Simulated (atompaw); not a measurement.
What one change does to a pseudopotential (titanium, PAW (atompaw))

atompaw 4.2.0.5 input, output lines left out:

```
Ti 22
GGA-PBE scalarrelativistic loggrid 1500 logderivrange -2 5 176
4 4 3 0 0 0
4 1 0
3 2 2
0 0 0
c
c
c
v
c
c
v
v
2
3.00 2.90 2.80 2.80
y
1.9
n
y
3.7
n
y
0.05
n
custom rrkj vanderbiltortho besselshape
3 0 ultrasoft
3.00
2.95
3.00
3.00
1.60
3.00
```

Change: augmentation besselshape compensation charge, radius 2.90 bohr; PAW radius 3.00 bohr; waves and projectors: custom polynom gramschmidtortho.

Cutoffs: the cutoffs (Ry, on a coarse ladder) from which the occupation-weighted sum of valence levels, in a spherical-Bessel basis at the reference potential, stays within 10 and 1 mRy of its value at 400 Ry; they do not see the model core or the augmentation charge, which bear on the density cutoff.

Q: What does the change do?

A: The potential gets harder (35 Ry and 50 Ry → 35 Ry and 60 Ry); neither file shows a bound ghost.

| quantity | base | changed |
| --- | --- | --- |
| cutoff, loose | 35 Ry | 35 Ry |
| cutoff, tight | 50 Ry | 60 Ry |
| loose cutoff by channel (10 mRy a level) | s 6 Ry, d 35 Ry | s 6 Ry, d 30 Ry |
| bound ghosts | none | none |
| s: phases at 3.02 bohr within 0.05 rad from the reference energy up to (Ry; the scan ends near 5) | 3.4 | 3.0 |
| p: phases at 3.02 bohr within 0.05 rad from the reference energy up to (Ry; the scan ends near 5) | 4.4 | 4.3 |
| d: phases at 3.02 bohr within 0.05 rad from the reference energy up to (Ry; the scan ends near 5) | 0.1 | 0.9 |
| lowest overlap eigenvalue by channel | s 0.70, p 0.93, d 0.61 | s 0.12, p 0.29, d 0.24 |

 The cutoffs see the waves, projectors and local potential, not the compensation charge or the core.
